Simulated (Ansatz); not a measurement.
Job for Ansatz (a program for electronic structure): R-PBE0/def2-TZVPP on BH3O3 (SMILES OB(O)O), a point of a torsion scan.

Ansatz 0.2 input:
```yaml
crystal:
  periodic: [false, false, false]
  atoms:
    - {symbol: O, position_ang: [-1.17044593, -0.88596819, 0.07144055]}
    - {symbol: B, position_ang: [-0.41583302, 0.02078979, 0.72718785]}
    - {symbol: O, position_ang: [0.00910093, -0.30038301, 1.97556251]}
    - {symbol: O, position_ang: [-0.12644666, 1.20414871, 0.09547623]}
    - {symbol: H, position_ang: [-1.43518720, -0.59632759, -0.80096374]}
    - {symbol: H, position_ang: [0.54243640, 0.34952886, 2.42983432]}
    - {symbol: H, position_ang: [0.40856477, 1.83742553, 0.57059451]}
basis:
  gaussian:
    orbitals: def2-TZVPP
hamiltonian:
  xc: {name: PBE0}
scf: {lower_state_search: off}
```

The head of its log:

```
WARN ansatz: RAYON_NUM_THREADS=2 ignored (pool sized by the plan → 2); use --threads N
Functional definition: PBE0
these checks for a lower state are left out or cut short: stability, starts, cluster_reference, orbital_swaps, neighbouring_geometries, increment
integrals: 0.06 GiB planned
799 factors; their error is unknown
mean field: 0.61 GiB planned
mean field evaluation 1: about -6856.7564 eV, gradient 7.8e1 eV
mean field evaluation 2: about -6847.7091 eV, gradient 1.1e2 eV
```

Question: Predict the final total energy.

Answer: -252.3281 hartree.
